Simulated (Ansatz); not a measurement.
Reaction (formal loss of a carbene): `C#[C][GeH2][CH3]` → `C#[C][GeH3]` + `[CH2]` (triplet)

Isolated molecules relaxed with PBE0-D4/def2-TZVP in Ansatz; ΔE leaves out vibrations. CBS: MP2 limit from def2 TZ/QZ plus the TZ coupled-cluster correction, frozen cores. This one scheme is used for every species. DFT in def2-TZVPP. B3LYP here is the variant with VWN-RPA as its local correlation; programs differ in this. HSE06 is defined as in plane-wave codes. Triplets are unrestricted, without spin–orbit coupling. For Ge outer-core shells are correlated without core-valence functions, which leaves a few kJ/mol of doubt a bond. Scalar relativity is left out up to krypton.

```
             level  ΔE (eV)  difference from CCSD(T)/CBS
            PBE-D4     4.91                         0.03
         revPBE-D4     4.76                        -0.12
           BLYP-D4     4.77                        -0.11
         r2SCAN-D4     4.63                        -0.25
           PBE0-D4     4.83                        -0.05
          B3LYP-D4     4.77                        -0.11
        r2SCANh-D4     4.61                        -0.27
        r2SCAN0-D4     4.59                        -0.29
          HSE06-D4     4.83                        -0.05
          BHLYP-D4     4.66                        -0.22
           ωB97X-V     4.95                         0.07
           ωB97M-V     4.88                         0.00
            B2PLYP     4.77                        -0.11
          PBE-QIDH     4.84                        -0.04
               PBE     4.85                        -0.03
            revPBE     4.60                        -0.28
              BLYP     4.64                        -0.24
            r2SCAN     4.61                        -0.27
              PBE0     4.77                        -0.11
             B3LYP     4.68                        -0.20
           r2SCAN0     4.57                        -0.31
             HSE06     4.78                        -0.10
             BHLYP     4.58                        -0.30
         CAM-B3LYP     4.75                        -0.13
           LC-ωPBE     4.73                        -0.15
RPA@PBE/def2-TZVPP     4.68                        -0.20
       HF/def2-SVP     3.32                        -1.56
      MP2/def2-SVP     4.70                        -0.18
     CCSD/def2-SVP     4.48                        -0.40
     HF/def2-TZVPP     3.31                        -1.57
    MP2/def2-TZVPP     4.93                         0.05
SCS-MP2/def2-TZVPP     4.91                         0.03
   CCSD/def2-TZVPP     4.65                        -0.23
CCSD(T)/def2-TZVPP     4.77                        -0.11
     HF/def2-QZVPP     3.31                        -1.57
    MP2/def2-QZVPP     5.00                         0.12
SCS-MP2/def2-QZVPP     4.99                         0.11
      HF/CBS(def2)     3.31                        -1.57
     MP2/CBS(def2)     5.04                         0.16
    CCSD/CBS(def2)     4.76                        -0.12
       CCSD(T)/CBS     4.88                            0
```

Largest T1 diagnostic among the species: 0.012.

From r2SCAN to r2SCAN0 (25 % exact exchange), in def2-TZVPP and without D4, ΔE moves by −0.04 eV. At CCSD(T), def2-SVP lies −0.31 eV from the extrapolated value and def2-TZVPP −0.11 eV. In def2-TZVPP, CCSD(T) changes the Hartree–Fock value by +1.46 eV (the triples alone add +0.12 eV) and MP2 by +1.62 eV.
